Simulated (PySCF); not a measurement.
Computed IR spectrum (relative IR intensity) of a molecule C2H5BrSi. Geometry: B3LYP-D3(BJ)/def2-SVP. Other conformers were not sampled. All values below come from B3LYP-D3(BJ)/def2-SVP (PySCF). Frequencies are harmonic and unscaled.

Lines under 2 % of the strongest are left out, and lines within 2 cm⁻¹ are merged.

```json
[
 {"ν (cm⁻¹)": "403", "relative intensity": "8.6"},
 {"ν (cm⁻¹)": "510", "relative intensity": "9.6"},
 {"ν (cm⁻¹)": "590", "relative intensity": "12"},
 {"ν (cm⁻¹)": "689", "relative intensity": "6.0"},
 {"ν (cm⁻¹)": "737", "relative intensity": "4.4"},
 {"ν (cm⁻¹)": "860", "relative intensity": "100"},
 {"ν (cm⁻¹)": "948", "relative intensity": "33"},
 {"ν (cm⁻¹)": "995", "relative intensity": "9.6"},
 {"ν (cm⁻¹)": "1016", "relative intensity": "3.4"},
 {"ν (cm⁻¹)": "1035", "relative intensity": "2.1"},
 {"ν (cm⁻¹)": "1421", "relative intensity": "5.3"},
 {"ν (cm⁻¹)": "1665", "relative intensity": "3.5"},
 {"ν (cm⁻¹)": "2236", "relative intensity": "27"},
 {"ν (cm⁻¹)": "2244", "relative intensity": "31"},
 {"ν (cm⁻¹)": "3116", "relative intensity": "3.2"},
 {"ν (cm⁻¹)": "3207", "relative intensity": "2.1"}
]
```

Question: Which molecule gave these data?
A. [SiH3]/C=C\Br
B. C=C([SiH3])Br
C. C=C[SiH2]Br

Answer: C, C=C[SiH2]Br
